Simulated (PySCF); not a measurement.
# Radial density of Al⁺ (aluminium, charge +1)

M06-2X, [Ne] 3p2, high-spin 3P determinant (an excited configuration). Computed with PySCF 2.14 in aug-cc-pV(Q+d)Z with one added diffuse shell each of s, p, d, f, g type (8s7p6d4f3g, 114 functions), with no relativity, point nucleus.

```csv
r (bohr),4πr²ρ (e/bohr),4πr²(ρα − ρβ)
0.00198,0.06524,0.0000
0.00333,0.1783,0.0000
0.00560,0.4754,0.0000
0.00941,1.219,0.0001
0.0158,2.918,0.0002
0.0266,6.246,0.0006
0.0448,11.08,0.0019
0.0754,14.49,0.0080
0.127,12.15,0.0317
0.213,8.537,0.0938
0.359,11.68,0.1493
0.603,10.75,0.0567
1.01,3.190,0.0472
1.71,0.7952,0.6187
2.87,0.7110,0.7104
4.83,0.1215,0.1215
8.12,0.001286,0.0013
```
